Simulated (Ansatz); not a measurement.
Z-matrix (Å, degrees):
```
C
O 1 1.403
H 1 1.091 2 107.8
H 1 1.099 2 111.1 3 119.6
H 1 1.099 2 111.1 3 -119.5
C 2 1.420 1 113.1 3 179.9
Ga 6 1.992 2 99.8 1 180.0
H 6 1.099 2 110.7 1 59.7
H 6 1.099 2 110.7 1 -59.7
H 7 1.571 6 119.6 2 85.6
H 7 1.571 6 119.9 2 -90.2
```

The species carries charge 0 and has multiplicity 1.

(1) List the r2SCAN/def2-TZVPP orbital energies in eV (the Gaussian-basis code of Ansatz). (Best estimate.)

Answers

(1) The calculation gave: Occupied: -10122.03, -1244.25, -1100.71, -1100.57, -1100.57, -516.05, -274.16, -273.91, -147.80, -100.82, -100.43, -100.41, -27.32, -20.42, -20.24, -20.22, -20.12, -20.07, -18.49, -16.19, -12.34, -11.96, -11.89, -10.58, -9.95, -8.38, -7.39, -6.64, -6.30. Lowest empty: -1.99, 0.64, 1.27, 2.11, 2.45, 2.84, 2.94, 3.00.
